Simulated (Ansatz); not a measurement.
Reactions of C₂H₃FN₂, SMILES `C=NC(=N)F`.

Program: Ansatz. Geometries: PBE0-D4/def2-TZVP. ΔE: electronic, gas phase. CCSD(T)/CBS adds triple-zeta CCSD(T) − MP2 to the extrapolated MP2 energy (def2 sets, frozen cores). This one scheme is used for every species, atoms too. Open shells (•) are unrestricted, without spin–orbit coupling. Spin–orbit coupling would lower the free atoms: a little for C, F. Each species was taken in one conformer, which may not be the lowest.

(1) Order these by ΔE at CCSD(T)/CBS, lowest first. (Best estimate.)
A. `C=NC(=N)F` → `FC1=NCN1`
B. `C=NC(=N)F` + H₂S → `C=NC(=N)S` + H–F
C. `C=NC(=N)F` → 2 C• + F• + 3 H• + 2 N•
D. `C=NC(=N)F` + CH₃OH → `C=NC(=N)OC` + H–F
E. `C=NC(=N)F` + silanol → `N=C(F)O[SiH3]` + `C=N`

Largest T1 diagnostic: 0.015, for `C=NC(=N)S`.

## Answers

(1) D (-47.7 kJ/mol), B (-15.3 kJ/mol), E (+17.3 kJ/mol), A (+48.6 kJ/mol), C (+3250.5 kJ/mol).
